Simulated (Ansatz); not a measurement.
Pb₄S₄⁻. Total charge -1; doublet. Geometry PBE-D4/def2-SVP.

```xyz
8

Pb    2.275   -0.207    0.077
Pb   -0.237   -2.262   -0.229
Pb   -0.274    1.824   -1.598
Pb   -1.639    0.493    1.740
S     0.684    1.795    0.986
S    -1.949   -0.264   -0.892
S     1.854    0.516   -2.409
S    -0.715   -1.895    2.325
```

In the def2 sets Pb takes a core potential; there is no spin–orbit coupling. The structure comes from a short search, and lower isomers may exist.

**Question.** Estimate the α-spin orbital energies around the gap (eV) in Ansatz with HF/def2-SVP, PBE-D4/def2-SVPD, r2SCAN-D4/def2-SVP, PBE0-D4/def2-SVP, r2SCAN0-D4/def2-SVP.

**Answer.** 
| orbital | HF/def2-SVP | PBE-D4/def2-SVPD | r2SCAN-D4/def2-SVP | PBE0-D4/def2-SVP | r2SCAN0-D4/def2-SVP |
| --- | --- | --- | --- | --- | --- |
| HOMO−13 | -11.99 | -7.88 | -7.96 | -8.97 | -9.24 |
| HOMO−12 | -7.50 | -4.03 | -4.07 | -4.91 | -5.12 |
| HOMO−11 | -7.20 | -3.80 | -3.84 | -4.67 | -4.88 |
| HOMO−10 | -6.82 | -3.56 | -3.58 | -4.37 | -4.59 |
| HOMO−9 | -6.66 | -3.44 | -3.45 | -4.25 | -4.45 |
| HOMO−8 | -5.91 | -2.85 | -2.82 | -3.55 | -3.74 |
| HOMO−7 | -5.76 | -2.76 | -2.74 | -3.49 | -3.68 |
| HOMO−6 | -5.54 | -2.51 | -2.45 | -3.24 | -3.43 |
| HOMO−5 | -5.50 | -2.48 | -2.40 | -3.14 | -3.34 |
| HOMO−4 | -5.30 | -2.34 | -2.35 | -3.09 | -3.29 |
| HOMO−3 | -5.19 | -2.04 | -1.97 | -2.78 | -2.96 |
| HOMO−2 | -4.45 | -1.92 | -1.88 | -2.54 | -2.71 |
| HOMO−1 | -4.21 | -1.68 | -1.61 | -2.28 | -2.45 |
| HOMO | -3.03 | -0.67 | -0.68 | -1.21 | -1.45 |
| LUMO | 4.39 | 0.90 | 1.41 | 1.87 | 1.93 |
| LUMO+1 | 4.59 | 1.14 | 1.65 | 2.10 | 2.18 |
| LUMO+2 | 4.86 | 1.33 | 1.88 | 2.33 | 2.40 |
| LUMO+3 | 5.12 | 1.69 | 2.28 | 2.73 | 2.79 |
| LUMO+4 | 5.44 | 1.72 | 2.32 | 2.76 | 2.85 |
| LUMO+5 | 6.02 | 1.96 | 2.71 | 3.20 | 3.31 |
| β HOMO | -4.13 | -1.63 | -1.53 | -2.21 | -2.38 |
| β LUMO | 3.40 | -0.17 | 0.20 | 0.64 | 0.72 |
